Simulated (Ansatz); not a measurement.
C₄H₇, SMILES C=C(C)[CH2], multiplicity 2.

Coordinates come from a B3LYP-D3(BJ)/def2-SVP optimisation. The isomer is the one that the SMILES or the coordinates give; other isomers of the formula were not compared.

Two levels are set side by side: PBE/def2-TZVPD (Ansatz, a first-principles code) and CAM-B3LYP/def2-TZVPD (Ansatz). Energy differences of separate SCF runs at the same geometry; the states with an electron removed or added have multiplicity 1 and 1. Differences are taken from unrounded values.

```csv
quantity,CAM-B3LYP,PBE,PBE minus CAM-B3LYP
vertical ionisation energy (eV),7.98,7.85,-0.13
```

On these quantities the two levels nearly agree.
